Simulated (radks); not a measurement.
Initial-state core-level shifts of the rhenium ion Re+ when its valence configuration changes from [Xe] 4f14 5d5 6s1. Calculated with a radial shooting solver on a logarithmic mesh with Libxc functionals: scalar-relativistic Kohn-Sham, PBE, spin-polarised, spherical densities, finite nucleus; open shells are filled with parallel spins first (spin-orbit coupling, left out, can overturn this in heavy ions); Fermi nuclear charge, rms radius 5.3698 fm. Shifts are changes of the shell-averaged eigenvalues in eV (positive: less bound); the change of the density at the nucleus, which sets a Mossbauer isomer shift, is in e/bohr^3, on a base of 1.649e+06.

| valence | 2s | 2p | 3p | 4d | density at nucleus |
|---|---|---|---|---|---|
| 4f14 5d5 6p1 | -1.519 | -1.517 | -1.528 | -1.530 | -112.6 |
| 4f13.5 5d5 6s1.5 | -7.122 | -7.055 | -7.842 | -6.794 | +104.4 |
| 4f14 5d6 | +2.441 | +2.438 | +2.410 | +2.423 | -119.8 |
| 4f14 5d3 6s1 6p2 | -9.493 | -9.483 | -9.387 | -9.367 | +40.2 |
| 4f14 5d4 6p2 | -6.133 | -6.127 | -6.098 | -6.094 | -104.0 |
| 4f13.5 5d6 6s0.5 | -4.307 | -4.244 | -5.064 | -4.013 | -17.8 |
| 4f12.5 5d7 6s0.5 | -15.815 | -15.610 | -18.148 | -14.727 | +75.9 |
| 4f14 5d4 6s2 | -3.299 | -3.296 | -3.253 | -3.245 | +117.1 |
| 4f13.5 5d5 6s1 6p0.5 | -7.794 | -7.726 | -8.517 | -7.471 | +57.3 |
